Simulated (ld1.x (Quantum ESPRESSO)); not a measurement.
## Be (Z = 4): excitation energies, all-electron against TM

| Property | Result |
| --- | --- |
| Element | Be (Z = 4) |
| Generator | ld1.x (Quantum ESPRESSO) 7.5 |
| Type | norm-conserving Troullier–Martins (Kleinman–Bylander form) |
| Functional | LDA (PZ) |
| Relativity | scalar-relativistic |
| Frozen core | none |
| Valence charge | 4 |
| Reference configuration | 1s2 2s2 2p0 |
| Partial waves | 1s (bound): rc 0.40 bohr; 2p (bound, empty): rc 4.20 bohr; 3d channel at 0.4 Ry: rc 3.85 bohr |
| Local potential | the d channel |
| Core correction | none |

Occupied shells without a wave of their own: 2s. They enter only through the test configuration that unscreens the potential.

Energies are relative to the spin-unpolarised reference configuration 1s2 2s2 2p0; without spin polarisation the order of configurations can differ from experiment. Spin-polarised rows fill each open shell by Hund’s rule, majority spin first. Not all tests gave a result: 1 of 9 tests not solved or not reliable.

| valence configuration | charge | ΔE all-electron (eV) | error AE − PS (meV) |
| --- | --- | --- | --- |
| 1s2 2s1 2p0 | +1 | 9.520 | +1647 |
| 1s2 2s0 2p0 | +2 | 27.298 | +4479 |
| 1s2 2s1.5 2p0 | +0.5 | 3.752 | +692 |
| 1s2 2s0 2p1 | +1 | 13.334 | +3088 |
| 1s1 2s2 2p0 | +1 | 126.721 | -1175 |
| 1s2 2s1 2p1 | 0 | 3.519 | +1164 |
| 1s2 2s1 2p0 (spin-polarised) | +1 | 9.044 | +1588 |

**Question.** What are ΔE and the potential's error for 1s2 2s0 2p2?

**Answer.** ΔE = 7.071 eV all-electron; the error (AE − PS) is +2363 meV.

Levels in the configuration 1s2 2s1 2p0 (spin-polarised):

```csv
level,all-electron (eV),pseudo (eV)
1s up,-116.462,-114.677
2s up,-14.301,-12.024
1s down,-115.978,-114.474
```

These tests converged, but a pseudo level misses the all-electron one widely, so the file describes the atom poorly there or has found another state: 1s2 2s1 2p0: 2s by 2.2 eV; 1s2 2s0 2p0: empty 2s by 3.7 eV (a node warning on the way); 1s2 2s0 2p1: empty 2s by 2.4 eV; 1s1 2s2 2p0: 2s by 3.1 eV (a node warning on the way); 1s2 2s1 2p1: 2s by 1.5 eV. The 2s level has no wave, so the channel is fitted at the deeper level alone: the likely source of the large errors.

The potential misses its own reference levels by up to 1.1 eV, so it is not fit for use.
